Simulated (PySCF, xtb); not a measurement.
BrSi, SMILES [Si]Br (connectivity only; charge and spin as stated), charge +1, multiplicity 1.

GFN2-xTB (xtb) at its own geometry gives an orbital gap of 3.22 eV.

Geometry optimised at B3LYP-D3(BJ)/def2-TZVP. The multiplicity is an assumed one; other spin states were not compared.

Question: What does PBE0/def2-TZVPD run with PySCF give? (The exact figures need the calculation; the answer reports its results.)

Answer: gap 6.10 eV (levels -15.56 and -9.46 eV).
